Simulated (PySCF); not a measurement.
Choosing a molecule for a target property.

Each SMILES stands for a single optimised conformer of the isolated species, non-relativistic unless stated; the electronic structure was computed with PySCF and density fitting.

Dipoles, sizes and rotational constants follow the conformer. The torsions of the flexible species, by atom-mapped SMILES:
- `[cH:1]1[cH:2][cH:3][c:4]([CH:5]2[CH2:6][CH2:7]2)[p:8][cH:9]1`: C3–C4–C5–C6 -145°
- `[CH3:1][S:2](=[O:3])(=[O:4])[c:5]1[cH:6][cH:7][c:8]([NH2:9])[s:10]1`: C1–S2–C5–C6 -107°, H–N9–C8–C7 -24°, H–N9–C8–C7 -164°
- `[SiH3:1]/[CH:2]=[CH:3]/[CH2:4][SiH3:5]`: C2–C3–C4–Si5 107°
- `[F:1][C:2]([F:3])([F:4])/[P:5]=[P:6]/[c:7]1[cH:8][cH:9][cH:10][o:11]1`: F1–C2–P5–P6 -128°, P5–P6–C7–C8 179°
- `[CH3:1][S:2][Si@@H:3]([OH:4])[C:5]#[C:6][CH2:7][SiH3:8]`: C1–S2–Si3–O4 -176°, H–O4–Si3–S2 27°
- `[Cl:1][SiH2:2][O:3][CH:4]1[CH2:5][CH2:6]1`: Cl1–Si2–O3–C4 -58°, Si2–O3–C4–C5 -16°

Question: Wanted: HOMO–LUMO gap between 5.4 eV and 6.7 eV (PBE0/pcSseg-1) and dipole moment below 6 D (PBE0/pcSseg-1), at GFN2-xTB geometries. Which candidate meets both?
A. `C=P12C=CC(C=C1)C=C2`
B. `CS[Si@@H](O)C#CC[SiH3]`
C. `c1ccc(C2CC2)pc1`
D. `CS(=O)(=O)c1ccc(N)s1`
E. `FC(F)(F)/P=P/C1=CC=CO1`
F. `[SiH3]/C=C/C[SiH3]`

Answer: B. Computed values:
| species | HOMO–LUMO gap | dipole moment |
| --- | --- | --- |
| FC(F)(F)/P=P/C1=CC=CO1 | 3.72 eV | 4.91 D |
| C=P12C=CC(C=C1)C=C2 | 4.33 eV | 3.78 D |
| c1ccc(C2CC2)pc1 | 5.28 eV | 1.44 D |
| CS(=O)(=O)c1ccc(N)s1 | 5.44 eV | 6.43 D |
| CS[Si@@H](O)C#CC[SiH3] | 6.28 eV | 2.91 D |
| [SiH3]/C=C/C[SiH3] | 7.05 eV | 1.04 D |

Question: Wanted: HOMO energy above -7 eV (PBE0/pcSseg-1) and smallest rotational constant below 0.7 GHz (GFN2-xTB), at GFN2-xTB geometries. Which candidate meets both?
A. `C=P12C=CC(C=C1)C=C2`
B. `C1CC1O[SiH2]Cl`
C. `c1ccc(C2CC2)pc1`
D. `[SiH3]/C=C/C[SiH3]`
E. `CS(=O)(=O)c1ccc(N)s1`

Answer: E. Computed values:
```csv
species,HOMO energy,smallest rotational constant
C1CC1O[SiH2]Cl,-7.64 eV,1.284 GHz
[SiH3]/C=C/C[SiH3],-7.29 eV,0.952 GHz
c1ccc(C2CC2)pc1,-6.71 eV,0.845 GHz
CS(=O)(=O)c1ccc(N)s1,-6.39 eV,0.577 GHz
C=P12C=CC(C=C1)C=C2,-5.36 eV,1.434 GHz
```
